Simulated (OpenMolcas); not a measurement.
## Ho⁴⁺: the spin-orbit constant, worked from levels

```json
{
 "Program": "OpenMolcas 26.06",
 "Basis": "ANO-RCC-VDZP [7s6p4d2f1g]",
 "Scalar Hamiltonian": "DKH2, point nucleus",
 "Active space": "9 electrons in 12 orbitals (RAS2 4f; RAS3 5d, at most 1 electron)",
 "State averaging": "2S+1 = 6 odd, 21 roots; 2S+1 = 4 odd, 128 roots kept (CI in the orbitals of an earlier block); 2S+1 = 2 odd, 130 roots kept (CI in the orbitals of an earlier block); 2S+1 = 8 even, 35 roots (21 in the spin-orbit step); 2S+1 = 6 even, 122 roots kept (CI in the orbitals of an earlier block, 0 in the spin-orbit step); 2S+1 = 4 even, 9 roots kept (CI in the orbitals of an earlier block, 0 in the spin-orbit step); 2S+1 = 2 even, 7 roots kept (CI in the orbitals of an earlier block, 0 in the spin-orbit step)",
 "Spin-orbit coupling": "RASSI with atomic mean-field integrals over the reference wave functions, term energies averaged over their components"
}
```

Methods: RASSCF; SS-RASPT2, IPEA 0.25 Eh, imaginary shift 0.1 Eh (closed shells correlated: 5s 5p).

**The spin-orbit constant.** For the Hund term ⁶H° of f9, E(J) = (A/2) J(J+1) + constant and ζ = -2S·A = -5A. From J = 5/2 to J = 15/2 the energy changes by 27.5 A.

```json
{"Source": "RASSCF", "E(15/2) - E(5/2)": "-12973.3", "A": "-471.8", "ζ": "2359"}
{"Source": "SS-RASPT2", "E(15/2) - E(5/2)": "-12929.6", "A": "-470.2", "ζ": "2351"}
```

All in cm-1. Both methods take the spin-orbit matrix elements from the reference wave functions, so the second can move ζ only through the term energies and any multistate remixing. Second-order mixing with other terms is absorbed into this ζ.

CASPT2 breaks the degeneracy within a term, and the mean is taken; among the terms shown or strongly mixed into the levels shown the widest spread is 60 cm-1 (4f⁹ ⁶H°, SS-RASPT2). High states are left out of the spin-orbit mixing, which shifts the levels that they would mix with. The basis is small and was not contracted for so high a charge. Without dynamic correlation excited terms often stand tens of per cent too high (terms of higher spin than the ground term too low), and those without a measured partner can miss by more than the paired ones (holds for RASSCF). Each CASPT2 term energy is a mean over a sample of three components (holds for SS-RASPT2). Levels of configurations outside the active space are missing.

° marks odd parity.
